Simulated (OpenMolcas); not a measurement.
Ni2+ (d8) in a complex was computed by SS-CASPT2, IPEA 0.25 Eh, imaginary shift 0.1 Eh with the d shell active (OpenMolcas, ANO-RCC-VTZP on the metal). Its lowest spin-free states, and all those of the highest spin:

```json
{"2S+1": "3", "Degeneracy": "1", "E (cm-1)": "0"}
{"2S+1": "3", "Degeneracy": "2", "E (cm-1)": "3720"}
{"2S+1": "3", "Degeneracy": "1", "E (cm-1)": "6420"}
{"2S+1": "3", "Degeneracy": "1", "E (cm-1)": "6930"}
{"2S+1": "3", "Degeneracy": "2", "E (cm-1)": "7850"}
{"2S+1": "1", "Degeneracy": "1", "E (cm-1)": "10820"}
{"2S+1": "1", "Degeneracy": "1", "E (cm-1)": "11900"}
{"2S+1": "1", "Degeneracy": "2", "E (cm-1)": "15430"}
{"2S+1": "1", "Degeneracy": "1", "E (cm-1)": "17910"}
{"2S+1": "3", "Degeneracy": "1", "E (cm-1)": "18190"}
{"2S+1": "3", "Degeneracy": "2", "E (cm-1)": "20690"}
{"2S+1": "1", "Degeneracy": "1", "E (cm-1)": "21770"}
```

Task: Is the site octahedral, tetrahedral or cube-like, axial, or of lower symmetry?

Result: The states with 2S+1 = 3 have orbital degeneracies 1, 2, 1, 1, 2, 1, 2. There are pairs but no triples, so the site is axial: not cubic, but with a proper or improper axis of order three or more. The run had Ni2+ with 5 ligands (chloride) in square pyramidal coordination (C4v) at 2.39 Å, the axial distance 2.342 Å. A charge of +0.6 e stands 2.4 Å behind each ligand. Ligand basis ANO-RCC-VDZP.

Over all roots computed the reference weight is 0.68 to 0.70; a low but even weight reflects the number of correlated electrons. A single d shell leaves out the double-shell effect, which counts most for late 3d ions, where the CASPT2 field can be off either way by tens of per cent. Ligand-to-metal charge-transfer states are missing. For late 3d ions with one d shell CASPT2 can put B and the spin-flip bands somewhat low as well as high. Free-ion shares, where given, are those of the reference states; single-state CASPT2 does not remix them. No measured value stands beside these numbers; the geometry was imposed, not optimised, and the real ion may take another.
